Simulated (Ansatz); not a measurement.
One change: `BN(C=N)CF` becomes `BN(C)CF`.

Ansatz, PBE0-D4/def2-TZVP geometries, multiplicity 1. Each molecule was computed in one conformer, which needn't be the lowest.

| property | `BN(C=N)CF` |
| --- | --- |
| LUMO energy (B3LYP/def2-TZVPP) / eV | -1.38 |
| HOMO–LUMO gap (ωB97M-V/def2-TZVPP) / eV | 11.38 |
| LUMO energy (PBE/def2-TZVPP) / eV | -2.14 |
| HOMO–LUMO gap (PBE0/def2-TZVPP) / eV | 7.04 |
| HOMO–LUMO gap (B3LYP/def2-TZVPP) / eV | 6.55 |
| HOMO energy (PBE/def2-TZVPP) / eV | -6.64 |

Give the same properties after the change, and the shifts. (Estimate.)

The calculation gave: 
| property | `BN(C)CF` | shift |
| --- | --- | --- |
| LUMO energy (B3LYP/def2-TZVPP) / eV | -0.48 | 0.90 |
| HOMO–LUMO gap (ωB97M-V/def2-TZVPP) / eV | 12.07 | 0.69 |
| LUMO energy (PBE/def2-TZVPP) / eV | -1.19 | 0.95 |
| HOMO–LUMO gap (PBE0/def2-TZVPP) / eV | 7.96 | 0.92 |
| HOMO–LUMO gap (B3LYP/def2-TZVPP) / eV | 7.50 | 0.95 |
| HOMO energy (PBE/def2-TZVPP) / eV | -6.93 | -0.29 |

B3LYP here is the variant with VWN-RPA as its local correlation; programs differ in this.
